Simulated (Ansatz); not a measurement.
Species: silanone, sum formula H2SiO (charge 0, singlet). 
Coordinates optimised at B3LYP-D3(BJ)/def2-TZVP (Ansatz, a quantum-chemistry and plane-wave program):
```
Si
O 1 1.5195
H 1 1.4808 2 124.04
H 1 1.4808 3 111.91 2 180.00
```
Charge 0, spin multiplicity 1.

Wanted: vertical electron affinity (to the doublet state of charge -1; a negative value means that the extra electron is unbound and the number depends on the basis; each state is the SCF solution reached for its spin), in eV. Valence correlation only, unless marked. Open shells are spin-unrestricted. Spin-orbit coupling is left out. Non-relativistic. Anions need diffuse functions: aug- sets have them; def2-D sets add few. Basis-set limits of correlation are two-point, X^-3; Hartree-Fock from the larger set.

| level | program | vertical electron affinity (eV) |
|---|---|---|
| BHLYP/def2-TZVPD | Ansatz | ___ |
| CCSD/aug-cc-pV(T+d)Z | Ansatz | 0.25 |
| CCSD(T)/CBS(def2-TZVPPD,def2-QZVPPD) | Ansatz | 0.25 |

**Question.** Complete the blanks.

**Answer.** 
- BHLYP/def2-TZVPD, vertical electron affinity (eV): 0.20
